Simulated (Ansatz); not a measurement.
Isolated molecules relaxed with PBE0-D4/def2-TZVP in Ansatz; ΔE leaves out vibrations. CBS: MP2 limit from def2 TZ/QZ plus the TZ coupled-cluster correction, frozen cores. Functionals use def2-TZVPP. B3LYP here is the variant with VWN-RPA as its local correlation; programs differ in this. def2 core potentials past Kr. For Sn outer-core shells are correlated without core-valence functions, which leaves a few kJ/mol of doubt a bond. Each species was taken in one conformer, which may not be the lowest.

`[SiH3]N[SiH2]S` + `[SH][SnH3]` → `[SiH3][S][SnH3]` + `N[SiH2]S`  (ligand exchange at the Si–N bond)

`[SiH3]N[SiH2]S`:

Cartesian coordinates in Å:
```
Si 0.774 -0.342 -1.582
N 0.711 0.042 0.103
Si -0.537 -0.281 1.237
S -1.365 1.479 2.125
H -0.525 -0.961 -1.942
H 0.991 0.880 -2.402
H 1.875 -1.292 -1.897
H 1.497 0.566 0.465
H -0.052 -1.026 2.426
H -1.565 -1.058 0.504
H -1.805 1.993 0.964
```

`[SH][SnH3]`:

Z-matrix (Å, degrees):
```
Sn
S 1 2.406
H 1 1.706 2 109.4
H 1 1.701 2 104.7 3 119.6
H 1 1.706 2 109.5 3 -120.9
H 2 1.343 1 93.9 3 59.9
```

`[SiH3][S][SnH3]`:

Z-matrix (Å, degrees):
```
Si
S 1 2.129
H 1 1.483 2 106.8
H 1 1.487 2 111.4 3 119.7
H 1 1.487 2 111.4 3 -119.7
Sn 2 2.408 1 98.6 3 -179.8
H 6 1.701 2 105.1 1 180.0
H 6 1.705 2 108.7 1 60.1
H 6 1.705 2 108.7 1 -60.1
```

`N[SiH2]S`:

Cartesian coordinates in Å:
```
N 0.182 1.084 0.915
Si 0.302 -0.351 0.001
S -1.051 -0.336 -1.671
H 0.845 1.828 0.782
H -0.697 1.420 1.271
H -0.052 -1.556 0.795
H 1.716 -0.426 -0.441
H -1.246 -1.665 -1.653
```

| level | ΔE (kJ/mol) | difference from CCSD(T)/CBS |
| --- | --- | --- |
| PBE-D4 | -12.9 | -5.9 |
| PBE0-D4 | -11.3 | -4.3 |
| ωB97M-V | -4.5 | 2.5 |
| B2PLYP | -2.7 | 4.3 |
| PBE0 | -11.0 | -4.0 |
| B3LYP | -2.3 | 4.7 |
| HF/def2-TZVPP | 3.6 | 10.6 |
| SCS-MP2/def2-TZVPP | -1.6 | 5.4 |
| CCSD/def2-TZVPP | -0.3 | 6.7 |
| CCSD(T)/def2-TZVPP | -1.9 | 5.1 |
| HF/def2-QZVPP | 4.3 | 11.3 |
| MP2/def2-QZVPP | -8.3 | -1.3 |
| SCS-MP2/def2-QZVPP | -4.2 | 2.8 |
| HF/CBS(def2) | 4.4 | 11.4 |
| MP2/CBS(def2) | -10.8 | -3.8 |
| CCSD/CBS(def2) | -5.4 | 1.6 |
| CCSD(T)/CBS | -7.0 | 0 |

Largest T1 diagnostic among the species: 0.013.

In def2-TZVPP, CCSD(T) changes the Hartree–Fock value by −5.5 kJ/mol (the triples alone add −1.7 kJ/mol) and MP2 by −9.2 kJ/mol.
